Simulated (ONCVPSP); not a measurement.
What one change does to a pseudopotential (cadmium (Cd), ONCV)

* Element: Cd
* Generator: ONCVPSP 4.0.1
* Type: optimised norm-conserving Vanderbilt (ONCV)
* Functional: PBE
* Relativity: fully relativistic
* Frozen core: [Ar] 3d10
* Valence charge: 20
* Reference configuration: 4s2 4p6 4d10 5s2
* Partial waves: 4s+5s: rc 1.25 bohr, ncon 4, nbas 8, qcut 9.6 1/bohr, 2 projectors; 4p: rc 0.90 bohr, ncon 4, nbas 7, qcut 9.7 1/bohr, 2 projectors, debl 0.4 Ha; 4d: rc 1.20 bohr, ncon 4, nbas 9, qcut 8.6 1/bohr, 2 projectors, debl 1.4 Ha
* Local potential: polynomial inside 0.75 bohr (lpopt 5, dvloc0 0 Ha)
* Core correction: polynomial model core, fcfact 0.7

Open shells are filled in proportion to 2j + 1.

In the p channel the program set the typed energies aside and used -2.393, 0.250 Ha (j = l + 1/2; the other j can differ).

All-electron outer shells of the reference configuration (PBE, scalar-relativistic, ld1.x):

```json
{"shell": "3d", "level (eV)": "-393.64", "outermost node (bohr)": "–", "outermost maximum (bohr)": "0.27"}
{"shell": "4s", "level (eV)": "-105.92", "outermost node (bohr)": "0.43", "outermost maximum (bohr)": "0.79"}
{"shell": "4p", "level (eV)": "-66.97", "outermost node (bohr)": "0.43", "outermost maximum (bohr)": "0.84"}
{"shell": "4d", "level (eV)": "-11.73", "outermost node (bohr)": "0.42", "outermost maximum (bohr)": "0.98"}
{"shell": "5s", "level (eV)": "-5.66", "outermost node (bohr)": "1.07", "outermost maximum (bohr)": "2.35"}
```

Change: local potential polynomial inside 0.75 bohr (lpopt 5, dvloc0 9 Ha).

Cutoffs: the cutoffs (Ha) at which the residual kinetic energy of the hardest occupied pseudo-wave falls to 1 and 0.1 mHa per electron; they do not see the model core or the augmentation charge, which bear on the density cutoff. Errors are all-electron minus pseudo energies relative to the spin-unpolarised reference configuration.

What does the change do?

The potential gets neither clearly harder nor softer (79 Ha and 161 Ha → 79 Ha and 161 Ha); the lowest positive-energy flag moves from s at 38.0 eV to s at 203.5 eV; of the 4 tests that both files solve, the error grows in 1 and shrinks in 0 by more than 15 % and 0.3 meV (median size 0.2 → 0.2 meV); the range in which the s phases agree widens (upper end 1.4 → at the end of the scan); neither file shows a bound ghost.

```tsv
quantity	base	changed
cutoff, loose	79 Ha	79 Ha
cutoff, tight	161 Ha	161 Ha
bound ghosts	none	none
GHOST(+) flags under 300 eV	s at 38.0 eV	s at 203.5 eV
error for 4s2 4p6 4d10 5s1, meV [ΔE 9.27 eV]	+0.1	+0.2
error for 4s2 4p6 4d10 5s0, meV [ΔE 26.40 eV]	-0.3	0.0
error for 4s2 4p6 4d9 5s0, meV [ΔE 64.41 eV]	+0.6	+1.2
error for 4s2 4p6 4d10 5s1.5, meV [ΔE 3.71 eV]	+0.1	+0.1
s: phases at 1.27 bohr within 0.05 rad from the reference energy up to (Ha; the scan ends near 5)	1.4	to the end of the scan
p3/2: phases at 0.92 bohr within 0.05 rad from the reference energy up to (Ha; the scan ends near 5)	to the end of the scan	to the end of the scan
p1/2: phases at 0.92 bohr within 0.05 rad from the reference energy up to (Ha; the scan ends near 5)	to the end of the scan	to the end of the scan
d5/2: phases at 1.22 bohr within 0.05 rad from the reference energy up to (Ha; the scan ends near 5)	to the end of the scan	to the end of the scan
d3/2: phases at 1.22 bohr within 0.05 rad from the reference energy up to (Ha; the scan ends near 5)	to the end of the scan	to the end of the scan
rms error of d²Exc/dni dnj with the model core, mHa	4.23	4.24
```
